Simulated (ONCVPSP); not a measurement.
## Reading a pseudo-wave (H)

Columns: radius, all-electron u(r) and pseudo u(r) of the 1s shell (level -6.49 eV) of hydrogen in the configuration 1s1; PBE, scalar-relativistic, ONCV scheme, ONCVPSP 4.0.1.

| r (bohr) | all-electron | pseudo |
| --- | --- | --- |
| 0.057 | 0.1033 | 0.0832 |
| 0.115 | 0.1965 | 0.1661 |
| 0.172 | 0.2773 | 0.2443 |
| 0.230 | 0.3495 | 0.3193 |
| 0.288 | 0.4125 | 0.3887 |
| 0.345 | 0.4663 | 0.4504 |
| 0.402 | 0.5127 | 0.5051 |
| 0.460 | 0.5533 | 0.5529 |
| 0.518 | 0.5877 | 0.5929 |
| 0.575 | 0.6160 | 0.6251 |
| 0.632 | 0.6395 | 0.6509 |
| 0.690 | 0.6589 | 0.6712 |
| 0.747 | 0.6740 | 0.6856 |
| 0.805 | 0.6858 | 0.6953 |
| 0.862 | 0.6942 | 0.7008 |
| 0.920 | 0.6999 | 0.7035 |
| 0.977 | 0.7029 | 0.7043 |
| 1.035 | 0.7037 | 0.7040 |
| 1.092 | 0.7024 | 0.7024 |
| 1.150 | 0.6993 | 0.6993 |
| 1.208 | 0.6946 | 0.6946 |
| 1.265 | 0.6887 | 0.6886 |
| 1.322 | 0.6814 | 0.6814 |
| 1.380 | 0.6731 | 0.6730 |
| 1.438 | 0.6637 | 0.6637 |
| 1.495 | 0.6537 | 0.6537 |

**Question.** How many radial nodes do the two functions have?

**Answer.** The all-electron 1s function has n − l − 1 = 0; the pseudo-wave has 0.

**Question.** At about which radius was the pseudo-wave matched?

**Answer.** 1.15 bohr. The columns agree to 0.0005 from 1.03 bohr on; several derivatives are matched, so the curves merge somewhat inside the radius.

**Question.** Is the pseudo-wave norm-conserving?

**Answer.** Yes: the ONCV scheme keeps the norm inside the radius equal to the all-electron one, which fixes the energy derivative of the logarithmic derivative at the level.
